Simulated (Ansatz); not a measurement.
Consider the redistribution: `[Cl][GeH]1[CH2][O]1` + `C=C[SiH2][SiH2]Cl` → `Cl[SiH2][GeH]1[CH2][O]1` + `C=C[SiH2]Cl`.

Calculated with Ansatz (gas phase, PBE0-D4/def2-TZVP geometries, no zero-point term in ΔE). CCSD(T)/CBS is the MP2 limit (def2-TZVPP, def2-QZVPP) plus CCSD(T) − MP2 in def2-TZVPP, frozen cores. DFT in def2-TZVPP. B3LYP here is the variant with VWN-RPA as its local correlation; programs differ in this. For Ge outer-core shells are correlated without core-valence functions, which leaves a few kJ/mol of doubt a bond. Scalar relativity is left out up to krypton. One conformer a species, not always the lowest.

(1) Is it downhill or uphill in electronic energy at CCSD(T)/CBS, and by how much? (Best estimate.)

(2) What do these levels give: PBE0-D4, B3LYP-D4, SCS-MP2/def2-TZVPP, CCSD(T)/def2-TZVPP, MP2/def2-QZVPP, HF/CBS(def2)? (Best estimate.)

Largest T1 diagnostic among the species: 0.014.

Results:

(1) Computed: Downhill: ΔE = -54.1 kJ/mol.

(2) The calculation gave: PBE0-D4 -46.4, B3LYP-D4 -49.7, SCS-MP2/def2-TZVPP -52.3, CCSD(T)/def2-TZVPP -49.3, MP2/def2-QZVPP -58.0, HF/CBS(def2) -43.9 kJ/mol.

In def2-TZVPP, CCSD(T) changes the Hartree–Fock value by −5.1 kJ/mol (the triples alone add −0.4 kJ/mol) and MP2 by −11.1 kJ/mol.
